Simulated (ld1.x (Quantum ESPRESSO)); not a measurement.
Reading a pseudo-wave (carbon)

Columns: radius, all-electron u(r) and pseudo u(r) of the 2s shell (level -13.88 eV) of carbon in the configuration [He] 2s1.5 2p2.5; PBEsol, scalar-relativistic, TM scheme, ld1.x (Quantum ESPRESSO) 7.5.

```json
{"r (bohr)": "0.152", "all-electron": "0.3484", "pseudo": "-0.1034"}
{"r (bohr)": "0.305", "all-electron": "0.1444", "pseudo": "-0.2141"}
{"r (bohr)": "0.458", "all-electron": "-0.1609", "pseudo": "-0.3373"}
{"r (bohr)": "0.610", "all-electron": "-0.4255", "pseudo": "-0.4729"}
{"r (bohr)": "0.762", "all-electron": "-0.6183", "pseudo": "-0.6110"}
{"r (bohr)": "0.915", "all-electron": "-0.7405", "pseudo": "-0.7280"}
{"r (bohr)": "1.068", "all-electron": "-0.8025", "pseudo": "-0.7988"}
{"r (bohr)": "1.220", "all-electron": "-0.8193", "pseudo": "-0.8191"}
{"r (bohr)": "1.372", "all-electron": "-0.8044", "pseudo": "-0.8044"}
{"r (bohr)": "1.525", "all-electron": "-0.7684", "pseudo": "-0.7684"}
{"r (bohr)": "1.678", "all-electron": "-0.7195", "pseudo": "-0.7195"}
{"r (bohr)": "1.830", "all-electron": "-0.6640", "pseudo": "-0.6640"}
{"r (bohr)": "1.982", "all-electron": "-0.6058", "pseudo": "-0.6058"}
{"r (bohr)": "2.135", "all-electron": "-0.5474", "pseudo": "-0.5474"}
{"r (bohr)": "2.288", "all-electron": "-0.4910", "pseudo": "-0.4910"}
{"r (bohr)": "2.440", "all-electron": "-0.4380", "pseudo": "-0.4380"}
{"r (bohr)": "2.592", "all-electron": "-0.3889", "pseudo": "-0.3889"}
{"r (bohr)": "2.745", "all-electron": "-0.3436", "pseudo": "-0.3436"}
{"r (bohr)": "2.898", "all-electron": "-0.3025", "pseudo": "-0.3025"}
{"r (bohr)": "3.050", "all-electron": "-0.2657", "pseudo": "-0.2657"}
{"r (bohr)": "3.202", "all-electron": "-0.2329", "pseudo": "-0.2329"}
{"r (bohr)": "3.355", "all-electron": "-0.2034", "pseudo": "-0.2034"}
{"r (bohr)": "3.508", "all-electron": "-0.1774", "pseudo": "-0.1774"}
{"r (bohr)": "3.660", "all-electron": "-0.1547", "pseudo": "-0.1547"}
{"r (bohr)": "3.812", "all-electron": "-0.1346", "pseudo": "-0.1346"}
{"r (bohr)": "3.965", "all-electron": "-0.1170", "pseudo": "-0.1170"}
```

Q: How many radial nodes do the two functions have?

A: The all-electron 2s function has n − l − 1 = 1; the pseudo-wave has 0, since the states of the same l below it are removed with the core.

Q: At about which radius was the pseudo-wave matched?

A: 1.35 bohr, where the columns begin to agree (steps of 0.15 bohr).

Q: Is the pseudo-wave norm-conserving?

A: Yes: the TM scheme keeps the norm inside the radius equal to the all-electron one, which fixes the energy derivative of the logarithmic derivative at the level.
